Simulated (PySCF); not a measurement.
## What PySCF settings do for KSe⁻

Base input, run as `python input.py` with PySCF 2.14:

```python
from pyscf import gto, scf, mp

mol = gto.M(
    atom='K 0 0 0; Se 0 0 2.939',
    basis='6-31g*',
    charge=-1,
    spin=0,
    symmetry=True,
    verbose=4,
)
mf = scf.RHF(mol)
mf.kernel()
mp.MP2(mf, frozen=14).kernel()
mf.dip_moment()
print('orbital energies (hartree):', mf.mo_energy[..., max(0, mol.nelec[1]-3):mol.nelec[0]+3].round(4))
```

Base result: E(SCF) = -2998.664629 Eh, 13 cycles, E(MP2) − E(SCF) = -0.29187 Eh. The basis has no diffuse functions, which an anion needs. Stability towards an unrestricted solution was not tested. The bond length is a typed value, not an optimised one. The dipole of an ion depends on the origin.

Wall time 1.6 s on one thread of a shared host.

Each row names what differs from the base; energies in brackets are changes from the base.

```tsv
change	result
spin (2S): 0 → 1 [unsound on purpose] [runs as restricted open-shell]	stops with RuntimeError (Electron number 54 and spin 1 are not consistent)
basis set: 6-31g* → cc-pvdz-dk; spin-free X2C: off → on [no diffuse functions for the anion]	E(SCF) = -3029.450982 Eh, 13 cycles, E(MP2) − E(SCF) = -0.16278 Eh
PCM solvent, dielectric constant: none → 20.5; step after the SCF: mp2 → analyze [may be another electronic state]	E(SCF) = -2998.818295 Eh (-4.1814 eV), 9 cycles
Cartesian functions: off → on	E(SCF) = -2998.668567 Eh (-0.1072 eV), 13 cycles, E(MP2) − E(SCF) = -0.30339 Eh
step after the SCF: mp2 → casscf; active space: default → 4 electrons in 6 orbitals	stops with PointGroupSymmetryError (Incomplete 2D-irrep orbitals for cylindrical symmetry.) after the SCF
basis set: 6-31g* → pcseg-1 [no diffuse functions for the anion]	E(SCF) = -2998.598948 Eh (+1.7873 eV), 14 cycles, E(MP2) − E(SCF) = -0.26243 Eh
geometry: bond 2.939 → bond 2.586	E(SCF) = -2998.651111 Eh (+0.3678 eV), 13 cycles, E(MP2) − E(SCF) = -0.29208 Eh
smearing width (hartree): none → 0.005; step after the SCF: mp2 → none	E(SCF) = -2998.664629 Eh (+0.0000 eV), 13 cycles
geometry: bond 2.939 → bond 3.674	E(SCF) = -2998.642833 Eh (+0.5931 eV), E(MP2) − E(SCF) = -0.29681 Eh
DIIS space: default → off [unsound on purpose] [may be another electronic state]	not converged: SCF after 50 cycles
density fitting: none → auto [this fitting set is unfit for the basis or for exact exchange; a fit set errs by some meV]	E(SCF) = -2998.036893 Eh (+17.0816 eV), 13 cycles, E(MP2) − E(SCF) = -0.30472 Eh
spin-free X2C: off → on [basis contracted without relativity]	E(SCF) = -3022.605255 Eh, 13 cycles, E(MP2) − E(SCF) = -0.29231 Eh
basis set: 6-31g* → tzvp-def2 [unsound on purpose] [no diffuse functions for the anion]	stops with BasisNotFoundError (tzvp-def2)
charge: -1 → 0; spin (2S): 0 → 1; SCF type: RHF → UHF	not converged: SCF after 50 cycles
geometry: bond 2.939 → bond 3.145	E(SCF) = -2998.661204 Eh (+0.0932 eV), 14 cycles, E(MP2) − E(SCF) = -0.29355 Eh
length unit: angstrom → bohr [unsound on purpose]	E(SCF) = -2997.884673 Eh (+21.2237 eV), 12 cycles, E(MP2) − E(SCF) = -0.27856 Eh
basis set: 6-31g* → def2-svp [no diffuse functions for the anion]	E(SCF) = -2998.617575 Eh (+1.2804 eV), 14 cycles, E(MP2) − E(SCF) = -0.30248 Eh
step after the SCF: mp2 → optimize	E(SCF) = -2998.664629 Eh (+0.0000 eV), 13 cycles, all at the start geometry; optimised bond 2.917 Å with E = -2998.664671 Eh after 4 steps
spin (2S): 0 → 4; SCF type: RHF → UHF	not converged: SCF after 50 cycles
```

Q: Order these changes by how far they move the SCF energy from the base, largest first: (1) Cartesian functions: off → on; (2) PCM solvent, dielectric constant: none → 20.5; step after the SCF: mp2 → analyze; (3) geometry: bond 2.939 → bond 2.586; (4) geometry: bond 2.939 → bond 3.674.

A: (2) -4.1814 eV, (4) +0.5931 eV, (3) +0.3678 eV, (1) -0.1072 eV.
